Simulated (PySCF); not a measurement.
# Gallium: highly charged ions in a basis for the neutral atom

Ga¹²⁺ [Ar] 3d1, Ga¹³⁺ [Ar]. All numbers are calculated (PySCF 2.14, no relativity, point nucleus, in 6-31G* (5s4p3d, 32 functions)). No spin-orbit coupling, so a gap to NIST mixes the basis error with missing relativistic terms.

Changed run: basis of the neutral atom used for a highly charged ion. This setting is unsound on purpose.

```csv
species,method,sound run (hartree),changed run (hartree),converged
Ga¹²⁺,UHF,not run,-1859.07224,yes
Ga¹²⁺,B3LYP,not run,-1859.92450,yes
Ga¹²⁺,TPSS,not run,-1859.99725,yes
Ga¹³⁺,UHF,not run,-1845.31501,yes
Ga¹³⁺,B3LYP,not run,-1846.08074,yes
Ga¹³⁺,TPSS,not run,-1846.15974,yes
```

Ionisation energy of Ga¹²⁺:

```
method  changed run (eV)  NIST (eV)
   UHF            374.35    356 ± 3
 B3LYP            376.71    356 ± 3
  TPSS            376.54    356 ± 3
```

The contracted functions were made for the neutral atom and can be too rigid for a highly charged ion.
